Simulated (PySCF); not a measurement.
# [DyF3(NH3)]− at several levels of theory

Computed with PySCF 2.14.0 (density fitting, no spin-orbit coupling) at the geometry relaxed with PBE0:

```xyz
8
[DyF3(NH3)]− (singlet in the valence; each metal's 4f electrons, 10 of them, lie in its core potential, out of spins and levels)
Dy    0.1468   -0.1468    0.1468
F     1.1141    1.5863    1.1141
F    -1.5863   -1.1141    1.1141
F     1.1141   -1.1141   -1.5863
N    -1.4106    1.4106   -1.4106
H    -2.0079    2.0079   -0.8429
H    -0.8429    2.0079   -2.0079
H    -2.0079    0.8429   -2.0079
```

| level | basis | state | HOMO (eV) | gap (eV) | charge on Dy1 (e) | population of f-type functions on Dy1 (polarisation alone where 4f lies in the core) | dipole about the centre of mass (D) | largest force component (eV/Å) |
| --- | --- | --- | --- | --- | --- | --- | --- | --- |
| PBE0 | Dy lcecp-0-SVP with ECP56, F def2-SVP, N def2-SVP, H def2-SVP | singlet | – | – | 0.63 | 0.04 | 4.56 | 0.00 |
| M06-L | the same | singlet | – | – | 0.76 | 0.03 | 4.39 | 0.18 |
| PBE0 | Dy lcecp-0-TZVP with ECP56, F def2-TZVP, N def2-TZVP, H def2-TZVP | singlet | – | – | 1.14 | 0.05 | 4.32 | 0.24 |

In the lcecp rows the 4f levels are missing from HOMO and gap, and the state counts the valence alone.

Charges are Mulliken's, which hang on the basis. The relaxation used the grid (50, 194), these runs (75, 302) or, all-electron (x2c bases, spin-free X2C Hamiltonian), (99, 590).

Problem. What does TPSSh with Dy lcecp-0-SVP with ECP56, F def2-SVP, N def2-SVP, H def2-SVP give here?

Solution. state singlet, charge on Dy1 (e) 0.57, population of f-type functions on Dy1 (polarisation alone where 4f lies in the core) 0.04, dipole about the centre of mass (D) 4.52, largest force component (eV/Å) 0.11. Time: 6.9 s on 2 threads of Arm Neoverse V2 (shared host), from an already converged density.

An lcecp potential fixes the number of 4f electrons, so in runs with it no electron can move into or out of that shell; real Dy(II) is rare or takes another configuration.
